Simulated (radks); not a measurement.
Valence configurations of Ga III (all share [Ar]). Method: scalar-relativistic Kohn-Sham, PBE, spin-polarised, spherical densities, finite nucleus; open shells are filled with parallel spins first; Fermi nuclear charge, rms radius 3.9973 fm; computed with a radial shooting solver on a logarithmic mesh with Libxc functionals. Energies are relative to 3d10 4s1; eigenvalues in eV for spin up.

| valence | E (eV) | moment (Bohr magnetons) | e(3d) | e(4p) | e(4s) |
|---|---|---|---|---|---|
| 3d10 4s1 | 0.000 | 1 | -39.450 | - | -26.694 |
| 3d10 4s0.5 4p0.5 | 4.205 | 1 | -40.249 | -18.715 | -27.149 |
| 3d9.5 4s1.5 | 7.480 | 1 | -43.702 | - | -27.658 |
| 3d10 4p1 | 8.432 | 1 | -41.034 | -19.124 | - |
| 3d9.5 4s1 4p0.5 | 11.156 | 2 | -44.527 | -19.815 | -28.633 |
| 3d9 4s2 | 16.133 | 1 | -48.171 | - | -28.619 |
| 3d9 4s1 4p1 | 23.804 | 3 | -49.758 | -21.245 | -30.481 |
| 3d8.5 4s1.5 4p1 | 34.572 | 3 | -54.448 | -21.939 | -31.481 |
| 3d8.5 4s1 4p1.5 | 38.030 | 4 | -55.138 | -22.605 | -32.253 |
| 3d8 4s1 4p2 | 53.913 | 5 | -60.661 | -23.912 | -33.963 |

NIST lists [Ar] 3d10 4s1 as the ground configuration; this level of theory agrees among the configurations tried. The energies are those of spherical high-spin densities, not of single terms.
